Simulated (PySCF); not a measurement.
Dipole moment and polarisability of `C=C1CO[Si@]1(S)O[SiH3]`

Compound: C₃H₈O₂SSi₂.
Cartesian coordinates in Å at the GFN2-xTB level; atoms count from 1:
```xyz
16
C3H8O2SSi2 angstrom
C     -1.5378    0.5052    1.9981
C     -1.2147   -0.0619    0.8540
C     -1.7847   -1.2617    0.1538
O     -0.9511   -1.2770   -1.0090
Si    -0.0379    0.0438   -0.6143
S     -0.1696    1.6072   -2.0635
O      1.5161   -0.2330   -0.3536
Si     3.0838    0.2100   -0.5055
H     -2.3316    0.1184    2.6198
H     -1.0207    1.3771    2.3604
H     -2.8267   -1.1486   -0.1517
H     -1.6620   -2.1973    0.7011
H     -1.4320    1.3991   -2.4081
H      3.7240   -0.9571   -1.1000
H      3.5001    0.4914    0.8652
H      3.1373    1.3933   -1.3582
```

Level: CAM-B3LYP/def2-SVPD (PySCF), static field, nuclei fixed, core orbitals frozen in the response. The polarisability tensor in these axes (au):

```
x   110.18   2.71  -9.84
y     2.71  99.36  -3.31
z    -9.84  -3.31 116.39
```

Q: Give the principal values, the mean and the anisotropy Δα = √{½[(α1 − α2)² + (α2 − α3)² + (α1 − α3)²]}.

A: Principal values 98.61, 102.98 and 124.33 au; mean 108.64 au = 16.10 Å³ = 17.91 × 10⁻⁴⁰ C²·m²/J; Δα = 23.83 au (22 % of the mean).

Q: What is the dipole moment, and where does it point?

A: (-0.13, 0.50, 1.54) D, 1.62 D in size, pointing from the negative to the positive side. Measured along this direction, the outermost atoms are H13 and H14 at the negative end and H10 and H9 at the positive end.

Q: Traceless (Buckingham) quadrupole moment about the centre of nuclear charge: eigenvalues?

A: -8.54, -2.39, 10.94 D·Å. The values depend on the origin, since the dipole doesn't vanish. The electronic extent ⟨r²⟩ about the same centre is 1757 bohr², a root-mean-square distance of 2.39 Å for the 86 electrons.

Q: What would n − 1 = 2πNα be for an ideal gas of these molecules at 298.15 K and 1 atm, electronic part alone?

A: N = p/kT = 2.4615 × 10¹⁹ cm⁻³, so n − 1 = 2π × N × 16.10 × 10⁻²⁴ cm³ = 2490 × 10⁻⁶ at long wavelengths.

Q: Orientational against electronic polarisability at 250 K (dilute gas, rigid molecules)?

A: In Gaussian units μ²/3kT = 25.40 Å³ against 16.10 Å³, a ratio of 1.58; the Debye molar polarisation (4π/3)N_A(α + μ²/3kT) is 104.7 cm³/mol, leaving out the vibrational part.

Geometry: GFN2-xTB, one conformer, isolated molecule. GFN2-xTB frequencies show an imaginary mode (24i cm⁻¹), so this geometry is no minimum at that level.

These values come from a run that also computed excited states. Time: 1.9 min of wall time; peak memory 1.1 GiB. Hardware: an Arm Neoverse N1 with one thread (shared host).
